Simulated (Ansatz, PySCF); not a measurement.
HfF3, SMILES [F][Hf+]([F])[F], charge +1, multiplicity 1. Atoms are numbered in the order given.

```xyz
4

Hf     0.0000     0.0000     0.0289
F      1.4950    -0.8632    -0.6092
F     -1.4950    -0.8632    -0.6092
F      0.0000     1.7263    -0.6092
```
Charge +1, spin multiplicity 1.

The structure is a stationary point at PBE0-D3(BJ)/def2-TZVP. The multiplicity is an assumed one; other spin states were not compared. The isomer is the one that the SMILES or the coordinates give; other isomers of the formula were not compared. The def2 effective core potentials stand for the cores of Hf; spin–orbit coupling is left out.

Two levels are set side by side: PBE-D3(BJ)/def2-TZVP (Ansatz, a program for electronic structure) and PBE0-D3(BJ)/def2-TZVP (Ansatz). Each level has its own optimised geometry; the coordinates shown are those of the second. Frequencies come from the Hessian of PySCF at each geometry. Differences are taken from unrounded values.

| quantity | PBE0-D3(BJ) | PBE-D3(BJ) | PBE-D3(BJ) minus PBE0-D3(BJ) |
|---|---|---|---|
| mean bond length (Å) | 1.840 | 1.854 | 0.014 |
| bond Hf1–F2 (Å) | 1.840 | 1.854 | 0.014 |
| bond Hf1–F3 (Å) | 1.840 | 1.854 | 0.014 |
| bond Hf1–F4 (Å) | 1.840 | 1.854 | 0.014 |
| highest harmonic wavenumber (cm⁻¹) | 757 | 728 | -29 |
| mean harmonic wavenumber (cm⁻¹) | 453 | 441 | -12 |
| zero-point energy (kcal/mol) | 3.89 | 3.78 | -0.11 |

Exact exchange shortens and stiffens bonds; PBE has none. Differences between two approximate levels are no errors against the true value.
